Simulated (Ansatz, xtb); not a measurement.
Stretching the Si2–F1 bond in FH3Si (SMILES F[SiH3]) (multiplicity 1 held, fragments rigid). Energies count from the point at 1.606 Å.
Geometry at that point (charge 0, multiplicity 1):
```json
[
 {"atom": "F", "x (Å)": "1.0903", "y (Å)": "-0.0171", "z (Å)": "-0.1702"},
 {"atom": "Si", "x (Å)": "-0.4965", "y (Å)": "0.0078", "z (Å)": "0.0775"},
 {"atom": "H", "x (Å)": "-0.9449", "y (Å)": "1.4151", "z (Å)": "0.0667"},
 {"atom": "H", "x (Å)": "-0.7705", "y (Å)": "-0.6159", "z (Å)": "1.3881"},
 {"atom": "H", "x (Å)": "-1.1468", "y (Å)": "-0.7543", "z (Å)": "-1.0080"}
]
```

Restricted levels (R-, RO-) in cc, def2 and unpolarised 6-31G sets keep to the state of the molecule at rest. Unrestricted levels (U-) break spin symmetry where that is lower. Curves can end on different states.

Programs: Ansatz (Gaussian orbitals); xtb for the GFN methods.  The GFN methods have no spin term and hold the electronic entropy of 300 K.

Energies in kJ/mol.

```json
[
 {"R (Å)": "1.285", "GFN2-xTB": "399", "R-PBE/cc-pV(T+d)Z": "328", "U-r2SCAN/cc-pV(T+d)Z": "310", "R-B3LYP/cc-pV(T+d)Z": "314", "U-wB97X-V/cc-pV(T+d)Z": "316"},
 {"R (Å)": "1.446", "GFN2-xTB": "55", "R-PBE/cc-pV(T+d)Z": "61", "U-r2SCAN/cc-pV(T+d)Z": "52", "R-B3LYP/cc-pV(T+d)Z": "54", "U-wB97X-V/cc-pV(T+d)Z": "54"},
 {"R (Å)": "1.606", "GFN2-xTB": "0", "R-PBE/cc-pV(T+d)Z": "0", "U-r2SCAN/cc-pV(T+d)Z": "0", "R-B3LYP/cc-pV(T+d)Z": "0", "U-wB97X-V/cc-pV(T+d)Z": "0"},
 {"R (Å)": "1.767", "GFN2-xTB": "28", "R-PBE/cc-pV(T+d)Z": "25", "U-r2SCAN/cc-pV(T+d)Z": "33", "R-B3LYP/cc-pV(T+d)Z": "31", "U-wB97X-V/cc-pV(T+d)Z": "33"},
 {"R (Å)": "1.927", "GFN2-xTB": "78", "R-PBE/cc-pV(T+d)Z": "84", "U-r2SCAN/cc-pV(T+d)Z": "99", "R-B3LYP/cc-pV(T+d)Z": "95", "U-wB97X-V/cc-pV(T+d)Z": "99"},
 {"R (Å)": "2.168", "GFN2-xTB": "159", "R-PBE/cc-pV(T+d)Z": "188", "U-r2SCAN/cc-pV(T+d)Z": "211", "R-B3LYP/cc-pV(T+d)Z": "206", "U-wB97X-V/cc-pV(T+d)Z": "216"},
 {"R (Å)": "2.409", "GFN2-xTB": "237", "R-PBE/cc-pV(T+d)Z": "286", "U-r2SCAN/cc-pV(T+d)Z": "316", "R-B3LYP/cc-pV(T+d)Z": "310", "U-wB97X-V/cc-pV(T+d)Z": "327"},
 {"R (Å)": "2.811", "GFN2-xTB": "342", "R-PBE/cc-pV(T+d)Z": "416", "U-r2SCAN/cc-pV(T+d)Z": "451", "R-B3LYP/cc-pV(T+d)Z": "448", "U-wB97X-V/cc-pV(T+d)Z": "480"},
 {"R (Å)": "3.212", "GFN2-xTB": "407", "R-PBE/cc-pV(T+d)Z": "505", "U-r2SCAN/cc-pV(T+d)Z": "522", "R-B3LYP/cc-pV(T+d)Z": "546", "U-wB97X-V/cc-pV(T+d)Z": "566"},
 {"R (Å)": "3.694", "GFN2-xTB": "445", "R-PBE/cc-pV(T+d)Z": "572", "U-r2SCAN/cc-pV(T+d)Z": "564", "R-B3LYP/cc-pV(T+d)Z": "622", "U-wB97X-V/cc-pV(T+d)Z": "613"},
 {"R (Å)": "4.337", "GFN2-xTB": "464", "R-PBE/cc-pV(T+d)Z": "620", "U-r2SCAN/cc-pV(T+d)Z": "588", "R-B3LYP/cc-pV(T+d)Z": "681", "U-wB97X-V/cc-pV(T+d)Z": "634"},
 {"R (Å)": "5.140", "GFN2-xTB": "475", "R-PBE/cc-pV(T+d)Z": "647", "U-r2SCAN/cc-pV(T+d)Z": "599", "R-B3LYP/cc-pV(T+d)Z": "717", "U-wB97X-V/cc-pV(T+d)Z": "638"}
]
```

Doubts at one or more of the structures used: a restricted determinant that unrestricted orbitals would lower (R-PBE/cc-pV(T+d)Z, R-B3LYP/cc-pV(T+d)Z); a spin-contaminated determinant (U-r2SCAN/cc-pV(T+d)Z, U-wB97X-V/cc-pV(T+d)Z).

Ansatz is an electronic-structure program.
